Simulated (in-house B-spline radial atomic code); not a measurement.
Atomic self-consistent-field run: Cl VII (Cl6+) (an excited or competing configuration). Computed with a radial B-spline atomic code at the basis-set limit: non-relativistic HSE06, spin-polarised, spherical fractional occupations, point nucleus.

Command:
```bash
python run_scf.py task.json out
```
Settings:
```
Z                17
configuration    [He] 2s2 2p5 3s1 4f1
hamiltonian      nr
method           hse06
spin_polarised   True
```

Output (hartree, bohr):
```
 radial grid: 44 intervals, B-splines of order 8, outer radius 15.5224 bohr

 iter        energy (Eh)    residual
    1        -431.580288    9.47e-01
    2        -438.293281    2.40e-01
    3        -438.677724    9.37e-02
    4        -438.736878    3.61e-02
    5        -438.746334    8.68e-03
    6        -438.746964    1.23e-04
    7        -438.746964    1.03e-05
    8        -438.746964    7.26e-08

 total energy                      -438.74696
 kinetic                             438.3838
 electron-nucleus                   -988.1600
 Hartree                             134.5479
 exact exchange                       -5.4941
 exchange-correlation                -18.0246

 orbital      occ     eigenvalue          <r>       <r^2>       <1/r>       <r^4>     <1/r^3>       r_max
 1s up      1.000      -108.0321    0.0913109   0.0112015     16.5625 0.000322768           -      0.0599
 1s down    1.000      -107.9086    0.0912399   0.0111807     16.5708 0.000321142           -     0.05988
 2s up      1.000       -14.9642     0.430754    0.219138     3.40756   0.0841214           -      0.3563
 2s down    1.000       -14.7065     0.432849    0.221278     3.38501   0.0858083           -      0.3576
 2p up      3.000       -12.8177     0.388124    0.185641     3.32186   0.0705335     109.635      0.2942
 2p down    2.000       -12.4433     0.390921    0.188451     3.30217   0.0727298     108.271      0.2958
 3s up      1.000        -4.4777       1.2015     1.63903     1.17248     4.00225           -       1.098
 4f up      1.000        -1.4159      2.47358     6.84506    0.458799     70.2699    0.153004       2.187

 Slater integrals (Eh)
   F0(2p up,2p up)               2.355535
   F2(2p up,2p up)               1.104323
   F0(2p up,2p down)             2.347230
   F2(2p up,2p down)             1.099622
   F0(2p up,4f up)               0.458651
   F2(2p up,4f up)               0.027522
   G2(2p up,4f up)               0.002831
   G4(2p up,4f up)               0.001822
   F0(2p down,2p down)           2.338998
   F2(2p down,2p down)           1.095006
   F0(2p down,4f up)             0.458645
   F2(2p down,4f up)             0.027916
   F0(4f up,4f up)               0.365309
   F2(4f up,4f up)               0.201522
   F4(4f up,4f up)               0.133772
   F6(4f up,4f up)               0.098665
```

Time taken, with all properties: 0.21 s on 1 thread of Arm Neoverse V1, on a shared host.

Caution: exact exchange at fractional occupations of open shells leaves self-interaction of up to several eV.
